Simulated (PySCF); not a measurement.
Job file and geometry (Å, from GFN2-xTB) of an NMR shielding run on SMILES [NH3+][AlH2-][CH2]S, CH8AlNS, PySCF, GIAO PBE0/pcSseg-1 NMR shielding, non-relativistic, gas phase; density fitting, a coarse starting grid and PySCF grid level 2 are the driver's defaults:

```
$ OMP_NUM_THREADS=1 python probes_run.py task.json out

{"job": {"kind": "nmr", "xc": "PBE0", "basis": "pcSseg-1"}, "charge": 0, "multiplicity": 1}
N      1.874754     0.014492    -0.232839
Al     0.028257     0.313047     0.618335
C     -1.206023    -0.674146    -0.630323
S     -2.445910    -0.010297     0.597872
H      2.105038    -0.969924    -0.346622
H      2.524530     0.414568     0.436904
H      2.008959     0.483622    -1.125268
H      0.346604    -0.430962     1.952000
H      0.031192     1.877962     0.560868
H     -1.241379    -1.753163    -0.432229
H     -1.642021    -0.526784    -1.621490
H     -2.382802     1.260900     0.196765
```

Task: Write the output of this run.

Result: 
```
coarse grid: 10360 points
cycle   1  E = -737.8269932348  dE =  9.666e-02  |g| = 3.655e-01  |ddm| = 2.929e+00
cycle   2  E = -737.8298112508  dE = -2.818e-03  |g| = 3.804e-01  |ddm| = 7.336e-01
cycle   3  E = -737.8650181567  dE = -3.521e-02  |g| = 6.704e-02  |ddm| = 3.719e-01
cycle   4  E = -737.8662118081  dE = -1.194e-03  |g| = 1.832e-02  |ddm| = 8.562e-02
cycle   5  E = -737.8662925291  dE = -8.072e-05  |g| = 5.298e-03  |ddm| = 2.517e-02
cycle   6  E = -737.8662984185  dE = -5.889e-06  |g| = 1.478e-03  |ddm| = 4.792e-03
final grid: 88816 points
cycle   7  E = -737.8870488997  dE = -1.547e-05  |g| = 8.486e-03  |ddm| = 1.836e-02
cycle   8  E = -737.8870362571  dE =  1.264e-05  |g| = 1.129e-02  |ddm| = 1.501e-02
cycle   9  E = -737.8870644220  dE = -2.816e-05  |g| = 5.053e-04  |ddm| = 8.834e-03
cycle  10  E = -737.8870644808  dE = -5.885e-08  |g| = 2.147e-04  |ddm| = 6.981e-04
cycle  11  E = -737.8870644923  dE = -1.149e-08  |g| = 4.281e-05  |ddm| = 1.847e-04
cycle  12  E = -737.8870644927  dE = -3.402e-10  |g| = 1.176e-05  |ddm| = 4.312e-05
converged SCF energy = -737.8870644927

GIAO shielding tensors (ppm)
atom      isotropic    diamagn.    paramagn.     s11        s22        s33       span
  0 N      221.944     316.713     -94.769    216.109    220.589    229.134     13.025
  1 Al     497.395     794.019    -296.624    399.022    495.211    597.953    198.931
  2 C      188.973     253.892     -64.919    160.309    196.596    210.015     49.706
  3 S      684.402    1055.445    -371.042    499.300    650.006    903.900    404.600
  4 H       29.812      29.875      -0.063     24.505     26.279     38.653     14.148
  5 H       30.212      28.954       1.258     25.074     25.762     39.800     14.726
  6 H       29.747      29.812      -0.066     24.549     25.873     38.819     14.270
  7 H       28.132      29.659      -1.527     24.035     27.283     33.078      9.042
  8 H       28.140      30.221      -2.081     23.971     27.637     32.813      8.841
  9 H       31.226      31.590      -0.364     26.486     28.135     39.057     12.571
 10 H       30.168      31.083      -0.915     23.387     28.564     38.552     15.165
 11 H       30.578      30.245       0.333     23.204     27.447     41.083     17.879
```

Size and cost of the density-fitted run: 122 basis functions, 18 s wall time on 1 thread of an Arm Neoverse V2, shared host; peak memory 0.55 GiB.
